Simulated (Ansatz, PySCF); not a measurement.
HfO2, triplet, at a GFN2-xTB geometry (such geometries of metal compounds can be far from the true shape) (the multiplicity is a formal guess) (core potentials on Hf). Base run: B97M-V/def2-TZVP in PySCF.

PySCF was given this input:
```python
from pyscf import gto, scf, dft

mol = gto.Mole()
mol.atom = '''
    Hf    0.047224   -0.000550    0.055786
    O     1.101216    0.298600   -1.360218
    O    -1.526232   -0.293651    0.858147
'''
mol.basis = 'def2-tzvp'
mol.ecp = {'Hf': 'def2-tzvp'}
mol.charge = 0
mol.spin = 2
mol.verbose = 4
mol.build()

mf = dft.UKS(mol)
mf.xc = 'b97m_v'
mf.kernel()
```

The same geometry, method and basis name were run in Ansatz (a program for electronic structure) and PySCF, at each program's defaults and at the settings that a row names. The base is PySCF at its defaults. Differences at the defaults can come from grids, fitting, cores and function types together.

```
code and settings                                                               ΔE vs base (µEh)  basis functions      E (Eh)  SCF cycles  dipole (D)
------------------------------------------------------------------------------  ----------------  ---------------  ----------  ----------  ----------
PySCF, defaults (exact integrals, its default grid, spherical functions)                     0.0              102  -198.43659          12        1.44
Ansatz, defaults (factorised integrals, its default grid, spherical functions)             -75.8              102  -198.43667           -           -
PySCF, density fitting with def2-universal-jkfit                                           -24.2              102  -198.43662          12        1.44
PySCF, fine grid                                                                            -147              102  -198.43674          12        1.44
Ansatz, high accuracy                                                                      -76.4              102  -198.43667           -           -
```

Open shells are given as the SCF converged; they aren't shown to be the lowest states, and a large step between rows can be another state.
